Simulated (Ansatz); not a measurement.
**Ligand exchange: C4H9Cl + BH(CH3)I → C4H9I + BH(CH3)Cl**

Species: C4H9Cl (2-chloro-2-methylpropane) `CC(C)(C)Cl`, singlet; BH(CH3)I, singlet; C4H9I (tert-butyl iodide) `CC(C)(C)I`, singlet; BH(CH3)Cl, singlet. The partners trade Cl for I: C–Cl and B–I bonds give way to C–I and B–Cl.

Shapes, held fixed at every level: PBE0-D4/def2-TZVP. Programs: Ansatz 0.2.0. The zero-point and thermal change to 298 K, harmonic and unscaled (PBE0-D4/def2-TZVP), is +0.3 kJ/mol.

```
              level                   kind  ΔH(298 K) (kJ/mol)  less CCSD(T)/def2-TZVPP
        HF/def2-SVP           Hartree–Fock               -30.9                     +4.1
  PBE-D4/def2-TZVPP                    GGA               -32.6                     +2.4
BHLYP-D4/def2-TZVPP          global hybrid               -33.8                     +1.2
 PBE0-D4/def2-TZVPP          global hybrid               -31.1                     +3.9
  B2PLYP/def2-TZVPP          double hybrid               -33.7                     +1.3
   CCSD(T)/def2-SVP  coupled cluster or CI               -36.7                     -1.7
 CCSD(T)/def2-TZVPP  coupled cluster or CI               -35.0                      0.0
```

The highest level, CCSD(T)/def2-TZVPP, gives ΔH(298 K) = -35.0 kJ/mol; the levels span -36.7 to -30.9. The column of differences is taken from that level and isn't an error. No measured value is set beside it here. For atoms past krypton def2 sets carry core potentials with scalar relativity. Outer-core shells of I are correlated in most correlated rows, in sets that cover them unevenly.
